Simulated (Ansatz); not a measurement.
Reaction (SMILES): COC [methoxymethane] -> [CH2]OC + H atom (the C-H bond at the site shown breaks; other sites are not compared here)
Each molecule is optimised on its own at B3LYP-D3(BJ)/def2-TZVP (Ansatz, an electronic-structure program), one conformer each, not searched for the lowest.
Geometry of the first species:
```xyz
9

C      0.0048     1.1709    -0.2006
O      0.0068     0.0028     0.5882
C     -0.0092    -1.1727    -0.1892
H      0.0177     2.0231     0.4773
H      0.8882     1.2176    -0.8515
H     -0.8928     1.2283    -0.8310
H     -0.0065    -2.0184     0.4970
H     -0.9074    -1.2256    -0.8191
H      0.8735    -1.2363    -0.8396
```
Charge 0, spin multiplicity 1.

Quantity: bond dissociation energy (electronic energy difference), in kJ/mol. Valence correlation only, unless marked. Open shells are spin-unrestricted. Spin-orbit coupling is left out. No relativistic terms. CBS(X,Y): correlation extrapolated as X^-3; Hartree-Fock from the larger set. The bracket is a focal-point correction in the basis named.

```json
[
 {"level": "RI-HF/aug-cc-pVTZ", "program": "Ansatz", "bond dissociation energy (kJ/mol)": "334.0"},
 {"level": "RI-HF/cc-pVQZ", "program": "Ansatz", "bond dissociation energy (kJ/mol)": "334.2"},
 {"level": "revPBE-D3(BJ)/def2-TZVPD", "program": "Ansatz + dftd3", "bond dissociation energy (kJ/mol)": "407.5"},
 {"level": "revPBE/def2-TZVPD", "program": "Ansatz", "bond dissociation energy (kJ/mol)": "403.8"}
]
```

Question: What does RI-MP2/CBS(cc-pVTZ,cc-pVQZ)+[CCSD(T)-MP2]/cc-pVTZ (Ansatz) give?

Answer: 435.9 kJ/mol, so revPBE/def2-TZVPD differs from it by -32.1 kJ/mol.
